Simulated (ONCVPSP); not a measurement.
# u(r) = r·R(r): atom against pseudo-atom (boron (B))

Columns: radius, all-electron u(r) and pseudo u(r) of the 1s shell (level -209.07 eV) of boron in the configuration 1s2 2s1; LDA (Perdew-Wang 92), non-relativistic, ONCV scheme, ONCVPSP 4.0.1.

```csv
r (bohr),all-electron,pseudo
0.030,0.5341,0.3762
0.060,0.9205,0.7280
0.090,1.1914,1.0347
0.120,1.3727,1.2812
0.150,1.4847,1.4603
0.180,1.5439,1.5721
0.210,1.5627,1.6230
0.240,1.5512,1.6233
0.270,1.5169,1.5852
0.300,1.4667,1.5223
0.330,1.4053,1.4450
0.360,1.3364,1.3614
0.390,1.2629,1.2766
0.420,1.1873,1.1936
0.450,1.1112,1.1135
0.480,1.0360,1.0366
0.510,0.9627,0.9627
0.540,0.8919,0.8919
0.570,0.8241,0.8241
0.600,0.7598,0.7598
0.630,0.6991,0.6991
0.660,0.6421,0.6421
0.690,0.5887,0.5887
0.720,0.5389,0.5389
0.750,0.4928,0.4928
0.780,0.4500,0.4500
```

Problem. How many radial nodes do the two functions have?

Solution. The all-electron 1s function has n − l − 1 = 0; the pseudo-wave has 0.

Problem. At about which radius was the pseudo-wave matched?

Solution. 0.55 bohr. The columns agree to 0.0005 from 0.51 bohr on; several derivatives are matched, so the curves merge somewhat inside the radius.

Problem. Is the pseudo-wave norm-conserving?

Solution. Yes: the ONCV scheme keeps the norm inside the radius equal to the all-electron one, which fixes the energy derivative of the logarithmic derivative at the level.
